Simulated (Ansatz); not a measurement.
Isolated molecules relaxed with PBE0-D4/def2-TZVP in Ansatz; ΔE leaves out vibrations. CBS: MP2 limit from def2 TZ/QZ plus the TZ coupled-cluster correction, frozen cores. Functionals use def2-TZVPP. B3LYP here is the variant with VWN-RPA as its local correlation; programs differ in this. One conformer a species, not always the lowest.

Consider the formal exchange of groups at a C–N bond: `CN1C=C1` + `CCBO` → `CCCBO` + `C1=CN1`.

```csv
level,ΔE (kJ/mol),difference from CCSD(T)/CBS
PBE-D4,-20.2,4.2
r2SCAN-D4,-22.1,2.3
PBE0-D4,-22.2,2.2
ωB97X-V,-22.0,2.4
r2SCAN,-21.8,2.6
B3LYP,-18.3,6.1
HF/def2-TZVPP,-19.3,5.1
MP2/def2-TZVPP,-22.0,2.4
SCS-MP2/def2-TZVPP,-20.9,3.5
CCSD/def2-TZVPP,-24.0,0.4
CCSD(T)/def2-TZVPP,-23.6,0.8
HF/def2-QZVPP,-19.0,5.4
MP2/def2-QZVPP,-22.3,2.1
HF/CBS(def2),-19.0,5.4
MP2/CBS(def2),-22.8,1.6
CCSD/CBS(def2),-24.8,-0.4
CCSD(T)/CBS,-24.4,0
```

Largest T1 diagnostic among the species: 0.011.
